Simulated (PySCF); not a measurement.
Computed IR spectrum (relative IR intensity) of a molecule CH4ClFOSi2. The structure is a stationary point at PBE-D3(BJ)/def2-SVP. The values are those of a single conformer. Calculation: PBE-D3(BJ)/def2-SVP (PySCF). Frequencies are harmonic and unscaled.

Lines under 2 % of the strongest are left out, and lines within 2 cm⁻¹ are merged.

ν (cm⁻¹): 99 (vw), 212 (vw), 246 (w), 310 (vw), 358 (vw), 538 (m), 566 (w), 618 (w), 731 (vs), 781 (w), 824 (s), 865 (m), 891 (s), 900 (m), 902 (w), 1676 (m), 2163 (m), 2183 (m), 2193 (m), 2210 (s) (against the strongest line: vs over 80 %, s over 45 %, m over 15 %, w over 4 %, vw less)

Task: Which structure fits?
(A) F[Si@]1(Cl)CO[SiH2]1
(B) O=C[Si@H](F)[SiH2]Cl
(C) O=C([SiH3])[Si@@H](F)Cl
(D) O=C[Si@](F)([SiH3])Cl

Result: C, O=C([SiH3])[Si@@H](F)Cl
